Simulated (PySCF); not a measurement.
SeHBr, SMILES [SeH]Br. Atoms are numbered in the order given.

```xyz
3

Se     0.0444     1.1712     0.0000
H     -1.4230     1.3117     0.0000
Br    -0.0024    -1.1752     0.0000
```

Coordinates come from a B3LYP-D3(BJ)/def2-TZVP optimisation.

The numbers are results of ωB97X/def2-TZVPD (PySCF), not measurements.

The total energy is -4976.37530 hartree. The point group is Cs, the highest occupied level is -9.33 eV and the lowest empty level comes out as -0.70 eV. The orbital gap is 8.63 eV and the dipole moment is 1.25 D. The quadrupole, principal values (traceless, Buckingham form, about the centre of nuclear charge) is -4.82, 0.32, 4.50 D·Å. The mean static polarisability is 52.6 bohr³ (7.79 Å³) and the polarisability, principal values comes out as 43.4, 44.3, 70.0 bohr³.
